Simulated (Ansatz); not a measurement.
```yaml
crystal:
  periodic: [false, false, false]
  atoms:
    - {symbol: Pt, position_ang: [0.000002, -0.000002, 0.000000]}
    - {symbol: O, position_ang: [-0.108410, -0.314810, 1.736738]}
    - {symbol: O, position_ang: [0.108409, 0.314812, -1.736738]}
basis:
  gaussian: {orbitals: def2-SVPD}
total_charge: -1
magnetization: {spin_polarized: true, initial_magnetization: 1}
hamiltonian: {xc: {name: wB97}}
output: {forces: true}
```

```sh
$ ansatz run in.yaml --threads 4 --pin off --events-out ev --progress --plain --max-ram 3916MiB
```

Shortened log:

```
Functional definition: wB97
708 factors; their error is unknown
248 factors; integrals over basis functions are off by at most 1.0e-4 eV
mean field evaluation 1: about -7331.6612 eV, gradient 3.9e1 eV
mean field evaluation 2: about -7322.0422 eV, gradient 6.4e1 eV
mean field evaluation 4: about -7337.3870 eV, gradient 1.4e0 eV
mean field evaluation 8: about -7337.3707 eV, gradient 1.2e-1 eV
mean field evaluation 16: about -7337.3708 eV, gradient 4.6e-4 eV
mean field evaluation 32: about -7337.3752 eV, gradient 3.7e-5 eV
mean field evaluation 64: about -7337.3708 eV, gradient 1.3e-3 eV
mean field -7337.37520197 eV, -269.6435652210 hartree, gradient 1.5e-6 eV, S^2 0.860114; 6 other end points of the search recorded, 0 dependent functions left out
reference -7337.37519330 eV, -269.6435649022 hartree; 18, 17 occupied and 63, 64 virtual orbitals, 708 factors
WARN: the results are in doubt because the forces break the atoms' symmetry
Total energy: -7337.37519330 eV, -269.6435649022 hartree
Atom 0 at     0.000002    -0.000002     0.000000 Å, force    -0.003266    -0.009425     0.052091 eV/Å
Atom 1 at    -0.108410    -0.314810     1.736738 Å, force     0.011787     0.034198    -0.188710 eV/Å
Atom 2 at     0.108409     0.314812    -1.736738 Å, force    -0.008521    -0.024773     0.136619 eV/Å
Dipole moment:    -0.001012    -0.002943     0.016231 e Å
In doubt: the forces break the atoms' symmetry
```

Hardware: 4 threads of Arm Neoverse V1 on a shared host. Wall time 40 s.

In the def2 sets Pt takes a core potential; there is no spin–orbit coupling. The program marks the result for the charge -1 doublet as doubtful (asymmetric forces). The charge -1 doublet is spin-contaminated (final ⟨S²⟩ up to 0.86, 0.75 for a pure state).

The dipole of an ion depends on the origin.
